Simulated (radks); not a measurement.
Values are calculated unless marked as measured or tabulated.
Q: These are the eigenvalues of the occupied orbitals of an atom or ion with whole-number occupations (Ry). Level of theory: Dirac Kohn-Sham, PBE, spin-unpolarised, spherical densities, finite nucleus; Fermi nuclear charge, rms radius of each element as measured or else 0.836 A^(1/3) + 0.57 fm (a radial shooting solver on a logarithmic mesh with Libxc functionals).

| orbital | eigenvalue |
|---|---|
| 1s1/2 | -1576.716 |
| 2s1/2 | -358.0562 |
| 2p1/2 | -348.3930 |

Which element is it, and in what charge state? The configuration may be excited. Open shells, if any, fill j = l - 1/2 first.

A: Z = 41, niobium, charge +35: Nb35+ in [He] 2s2 2p2. The list shows which subshells hold electrons but not how many an open one holds; the 1s level, -788.36 hartree, gives Z - s = 39.7 by -(Z - s)^2/2, which with screening and relativity narrows Z to a few neighbours, and the depths of the outer levels then fix element, charge and occupations together.
